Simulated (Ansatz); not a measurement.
**Ligand exchange: SiH3Br + C2H2BrF → SiH4 + C2HBr2F**

Species: SiH3Br `[SiH3]Br`, singlet; C2H2BrF `C=C(F)Br`, singlet; SiH4 (silane) `[SiH4]`, singlet; C2HBr2F `F/C(Br)=C/Br`, singlet. The partners trade Br for H: Si–Br and C–H bonds give way to Si–H and C–Br.

Shapes, held fixed at every level: PBE0-D4/def2-TZVP. Programs: Ansatz 0.2.0. Electronic energies: no zero-point or thermal term.

Task: Estimate ΔE of this reaction.

Result: The highest level, CCSD(T)/def2-TZVPP, gives ΔE = +153.3 kJ/mol; the levels span +148.0 to +179.4. The column of differences is taken from that level and isn't an error. No measured value is set beside it here. Relativity is left out for Br unless named. Correlated rows may include outer-core shells of Br, which these sets cover unevenly. Times are processor times on shared x86 and Arm servers, and rough.

```tsv
level	kind	ΔE (kJ/mol)	less CCSD(T)/def2-TZVPP	CPU time (sum over the molecules)
HF/def2-TZVPP	Hartree–Fock	+179.4	+26.1	–
PBE-D4/def2-TZVPP	GGA	+148.0	-5.3	18 s
B3LYP-D4/def2-TZVPP	global hybrid	+154.1	+0.8	32 s
wB97M-V/def2-TZVPP	range-separated hybrid	+159.7	+6.4	88 s
wB97X-V/def2-TZVPP	range-separated hybrid	+157.0	+3.7	61 s
B2PLYP/def2-TZVPP	double hybrid	+158.0	+4.7	49 s
CCSD(T)/def2-TZVPP	coupled cluster or CI	+153.3	0.0	8.5 min
```
